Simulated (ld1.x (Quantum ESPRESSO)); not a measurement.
**bromine (Br), TM semilocal: configuration errors across variants**

bromine, norm-conserving Troullier–Martins (semilocal form), made with ld1.x (Quantum ESPRESSO) 7.5 (PBE, scalar-relativistic). Core [Ar], reference 3d10 4s2 4p5. Waves: 4s (bound): rc 1.00 bohr; 3d (bound): rc 0.50 bohr; 4p (bound): rc 1.35 bohr. Local part: the p channel. Core correction: none.

All-electron excitation energies from the reference (eV): (1) 3d10 4s2 4p4 12.554; (2) 3d10 4s2 4p3 35.314; (3) 3d10 4s2 4p2 69.297; (4) 3d10 4s1 4p6 12.371; (5) 3d10 4s1 4p5 25.558; (6) 3d10 4s2 4p5.3 -1.963; (7) 3d10 4s2 4p4.5 5.075.

In the semilocal form every listed channel keeps its own potential, so the choice of the local channel does not act on these tests. It acts once the file is put into the separable form.

A semilocal file is local in each channel, so a ghost entry of none says nothing of the separable form that plane-wave codes build from it.

2 further variants failed, have other tests or another functional or relativity, and are left out.

Errors AE − PS in meV (a dash: test not solved or not reliable):

| change | (1) | (2) | (3) | (4) | (5) | (6) | (7) | bound ghosts |
| --- | --- | --- | --- | --- | --- | --- | --- | --- |
| base | +1.0 | +12 | +42 | -5.6 | +5.3 | +0.5 | -0.2 | not determined |
| core correction a·sin(br)/r model core inside 0.54 bohr | +1.4 | +14 | +44 | -6.4 | +3.7 | +0.5 | -0.1 | not determined |
| all radii scaled by about 1.38 (s 1.38, p 1.86, d 0.68 bohr) | -0.1 | +4.7 | +17 | +0.9 | +6.1 | +0.5 | -0.5 | not determined |
| wave 3d (bound): rc 0.50 bohr becomes 3d (bound): rc 0.70 bohr | +0.9 | +11 | +41 | -7.5 | +3.9 | +0.4 | -0.2 | not determined |
| local potential the d channel | +1.0 | +12 | +42 | -5.7 | +5.3 | +0.5 | -0.2 | not determined |
| wave 4p (bound): rc 1.35 bohr becomes 4p (bound): rc 1.32 bohr | +1.2 | +13 | +44 | -4.9 | +6.5 | +0.5 | -0.2 | not determined |

Question: Give the same row for: wave 4s (bound): rc 1.00 bohr becomes 4s (bound): rc 1.10 bohr.

Answer: +0.7, +9.0, +31, +0.2, +7.2, +0.5, -0.3; bound ghosts: not determined.
